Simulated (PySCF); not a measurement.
CH8FNOSi2, SMILES O[SiH2]N[SiH2]CF.

The structure is a stationary point at B3LYP-D3(BJ)/def2-SVP. The structure was generated by enumeration, and PubChem lists no compound with its InChIKey, so it may never have been made. The values are those of a single conformer.

The numbers are results of SMD-M06-2X/def2-SVP (PySCF), not measurements.

Solvation free energies are E(SMD) − E(gas) at the gas-phase geometry, for 1 M in both phases. In vacuum the dipole moment is 2.28 D.

Q: Estimate the solvation free energies in water, acetonitrile, cyclohexanone. (An estimate is asked for; the answer gives what the named calculation found.)

A: 
```
solvent        ΔG(solv) (kcal/mol)  its non-electrostatic (CDS) part  dipole (D)
-------------  -------------------  --------------------------------  ----------
water                         -3.8                               5.1        2.99
acetonitrile                  -5.7                               0.6        2.86
cyclohexanone                 -4.7                               0.7        2.79
```
